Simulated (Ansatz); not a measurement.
CH5AlClGa (`[CH3][Al]([Cl])[GaH2]`). Total charge 0; spin multiplicity 1. The structure was optimised at the PBE0-D4/def2-TZVP level.

```xyz
9

C     0.598   -1.529    0.764
Al    0.549    0.222   -0.082
Cl    2.435    1.132   -0.425
Ga   -1.393    1.621   -0.849
H    -0.394   -1.969    0.898
H     1.201   -2.222    0.168
H     1.075   -1.460    1.747
H    -2.098    2.675    0.091
H    -1.974    1.530   -2.313
```

(1) What is the dipole moment at PBE/def2-TZVPP? (An estimate is asked.)

(2) And with r2SCAN, B3LYP, ωB97M-V? (An estimate is asked.)

(3) Give the Mulliken charges with PBE, ωB97M-V, r2SCAN in def2-TZVPP. (Estimate.)

Answers

(1) Ansatz gave: 1.83 D, with components (-1.03, -1.38, 0.61) D in this frame, pointing from negative to positive charge.

(2) The calculation gave: r2SCAN 1.88 D, B3LYP 1.88 D, ωB97M-V 1.88 D.

(3) Computed: 
```json
{"atom": "C1", "PBE": "-0.41", "ωB97M-V": "-0.49", "r2SCAN": "-0.37"}
{"atom": "Al2", "PBE": "0.45", "ωB97M-V": "0.49", "r2SCAN": "0.54"}
{"atom": "Cl3", "PBE": "-0.25", "ωB97M-V": "-0.25", "r2SCAN": "-0.28"}
{"atom": "Ga4", "PBE": "0.01", "ωB97M-V": "0.00", "r2SCAN": "0.06"}
{"atom": "H5", "PBE": "0.10", "ωB97M-V": "0.11", "r2SCAN": "0.07"}
{"atom": "H6", "PBE": "0.10", "ωB97M-V": "0.12", "r2SCAN": "0.07"}
{"atom": "H7", "PBE": "0.10", "ωB97M-V": "0.11", "r2SCAN": "0.07"}
{"atom": "H8", "PBE": "-0.05", "ωB97M-V": "-0.04", "r2SCAN": "-0.08"}
{"atom": "H9", "PBE": "-0.05", "ωB97M-V": "-0.04", "r2SCAN": "-0.08"}
```

B3LYP here is the variant with VWN-RPA as its local correlation; programs differ in this.
